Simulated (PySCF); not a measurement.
BFGeH₄O.

```xyz
8

B     -0.0081     1.0478     0.0000
F     -1.1756     1.7083     0.0000
Ge     0.0158    -1.0198     0.0000
H     -0.7168    -1.5706     1.2352
H     -0.7168    -1.5706    -1.2352
H      1.4455    -1.5781     0.0000
O      1.1401     1.7534     0.0000
H      0.9843     2.7114     0.0000
```

The structure is a stationary point at r2SCAN-D4/def2-SVP. One conformer was computed; it need not be the lowest.

All values below come from PBE/pcSseg-1 run with PySCF. Non-relativistic, no solvent.

Computed absolute GIAO shielding of each atom: isotropic value and principal components (ppm):
```tsv
atom	σ(iso)	σ11	σ22	σ33	span
B1	63.0	35.8	74.8	78.5	42.6
F2	191.5	9.8	237.2	327.3	317.5
Ge3	1652.6	1618.4	1640.8	1698.7	80.3
H4	27.8	22.1	22.6	38.8	16.7
H5	27.8	22.1	22.6	38.8	16.7
H6	27.9	21.7	22.9	39.0	17.4
O7	158.9	17.4	224.0	235.1	217.7
H8	26.1	20.9	22.0	35.3	14.4
```
